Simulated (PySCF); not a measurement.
A PySCF script (with the pyscf-properties extension) for the NMR shieldings of `InChI=1S/C2H6N.2Al.2Cl.3H/c1-3-2;;;;;;;/h1-2H3;;;;;;;/q-1;;-1;2*+1;;;`, on a GFN2-xTB geometry:

```python
import basis_set_exchange as bse
import numpy as np
from pyscf import gto, dft
from pyscf.prop import nmr

atoms = """
C    -1.150148    0.987775    0.888237
N    -0.935904   -0.283362    0.212662
C    -2.106967   -1.136448    0.243564
Al    0.524076   -0.894616   -0.625709
Cl    2.338758   -0.660060    0.625308
Al    3.030720    0.949143   -0.663391
Cl    1.348697    0.635888   -2.004322
H    -1.956780    1.556114    0.411822
H    -1.414214    0.833550    1.940617
H    -0.230323    1.577585    0.840122
H    -1.861764   -2.067287   -0.270115
H    -2.958650   -0.671645   -0.264692
H    -2.406657   -1.371450    1.270775
H     0.610898   -2.247195   -1.323384
H     2.833398    2.290331    0.077912
H     4.327262    0.510619   -1.370818
"""
names = dict.fromkeys(["C", "N", "Al", "Cl", "H"], "pcSseg-1")
basis = {el: gto.basis.parse(bse.get_basis(n, elements=[el], fmt="nwchem")) for el, n in names.items()}
mol = gto.M(atom=atoms, basis=basis, charge=0, verbose=0)
mf = dft.RKS(mol, xc="PBE0")
mf.grids.level = 2
mf.grids.alignment = dft.numint.BLKSIZE   # the property module wants whole blocks of grid points
mf.conv_tol = 1e-9
mf.kernel()

calc = nmr.RKS(mf)   # GIAO
C = mf.mo_coeff
Co = C[:, mf.mo_occ > 0]
resp = mf.gen_response(singlet=True, hermi=2)
def vind(x):   # induced exchange potential for any number of trial vectors
    d = np.einsum("pi,xij,qj->xpq", C, 2 * x.reshape(-1, C.shape[1], Co.shape[1]), Co, optimize=True)
    return np.einsum("xpq,pi,qj->xij", resp(d - d.transpose(0, 2, 1)), C, Co, optimize=True).ravel()
mo1, _ = nmr.rhf.solve_mo1(calc, with_cphf=vind)
sigma = calc.kernel(mo1)
for i, s in enumerate(sigma):   # ppm
    w = np.linalg.eigvalsh((s + s.T) / 2)
    print("%2d %-2s iso %8.1f  s11 %8.1f  s22 %8.1f  s33 %8.1f" % (i, mol.atom_pure_symbol(i), w.mean(), *w))
```

**Question.** Give the expected output.

**Answer.** 
```
 0 C  iso    145.4  s11    120.2  s22    133.8  s33    182.2
 1 N  iso    218.7  s11    171.2  s22    225.8  s33    259.2
 2 C  iso    145.4  s11    118.3  s22    134.6  s33    183.4
 3 Al iso    446.7  s11    395.8  s22    401.4  s33    542.8
 4 Cl iso    912.0  s11    815.0  s22    912.7  s33   1008.5
 5 Al iso    417.4  s11    366.1  s22    383.0  s33    503.2
 6 Cl iso    913.1  s11    815.6  s22    914.6  s33   1009.1
 7 H  iso     29.1  s11     24.9  s22     26.5  s33     36.0
 8 H  iso     29.1  s11     24.9  s22     26.5  s33     36.0
 9 H  iso     28.5  s11     23.0  s22     29.4  s33     33.1
10 H  iso     28.5  s11     23.2  s22     27.5  s33     34.6
11 H  iso     29.1  s11     24.2  s22     26.9  s33     36.4
12 H  iso     29.2  s11     24.2  s22     26.9  s33     36.4
13 H  iso     27.5  s11     23.7  s22     25.1  s33     33.9
14 H  iso     27.2  s11     23.9  s22     24.6  s33     33.0
15 H  iso     27.3  s11     23.9  s22     24.2  s33     33.7
```

These numbers come from an equivalent density-fitted implementation of the same equations, which agrees with the script to about 0.01 ppm for H and up to a few tenths of a ppm for heavy atoms, so last digits may differ.

Size and cost of the density-fitted run: 192 basis functions, 57 s wall time on 1 thread of an Arm Neoverse N1, shared host; peak memory 0.85 GiB.
